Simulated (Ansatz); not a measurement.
`CC1=[N+](C)[AlH2-][N]1C` → Al• + 4 C• + 11 H• + 2 N•  (atomization)

Program: Ansatz. Geometries: PBE0-D4/def2-TZVP. ΔE: electronic, gas phase. CBS: MP2 limit from def2 TZ/QZ plus the TZ coupled-cluster correction, frozen cores. This one scheme is used for every species, atoms too. Functionals use def2-TZVPP. No spin–orbit coupling; open shells (•) take unrestricted orbitals. Spin–orbit coupling would lower the free atoms: a little for Al, C.

Question: What is ΔE at CCSD(T)/CBS? (Best estimate.)

Answer: Ansatz gave: +1643.3 kcal/mol.

Question: What do these levels give: PBE0-D4, r2SCANh-D4, BHLYP-D4, BLYP, HF/def2-SVP, MP2/def2-SVP, CCSD/def2-SVP, CCSD(T)/def2-SVP, SCS-MP2/def2-TZVPP, CCSD/def2-TZVPP, CCSD(T)/def2-TZVPP, CCSD/CBS(def2)? (Best estimate.)

Answer: Computed: PBE0-D4 1655.4, r2SCANh-D4 1639.5, BHLYP-D4 1606.1, BLYP 1627.4, HF/def2-SVP 1211.7, MP2/def2-SVP 1581.2, CCSD/def2-SVP 1551.5, CCSD(T)/def2-SVP 1569.1, SCS-MP2/def2-TZVPP 1621.1, CCSD/def2-TZVPP 1577.2, CCSD(T)/def2-TZVPP 1601.7, CCSD/CBS(def2) 1618.9 kcal/mol.

Largest T1 diagnostic among the species: 0.018.

In def2-TZVPP, CCSD(T) changes the Hartree–Fock value by +410.9 kcal/mol (the triples alone add +24.4 kcal/mol) and MP2 by +431.2 kcal/mol; breaking electron pairs costs correlation energy, which Hartree–Fock lacks. Leaving LDA and LC-ωPBE aside and taking each functional with its dispersion term where it has one, the values, not all of them listed here, spread over 77.3 kcal/mol, from BHLYP-D4 to PBE-D4. LDA lies +209.4 kcal/mol from PBE without D4, its usual overbinding. From r2SCAN to r2SCAN0 (25 % exact exchange), in def2-TZVPP and without D4, ΔE moves by −22.6 kcal/mol: exact exchange takes away binding that semilocal exchange gives to molecules.

For atomizations the MP2-based limit and the directly extrapolated one differ by several kJ/mol either way, and by 10 to 25 for some Ge, Se and Sn compounds, so smaller differences from it don't rank the levels.
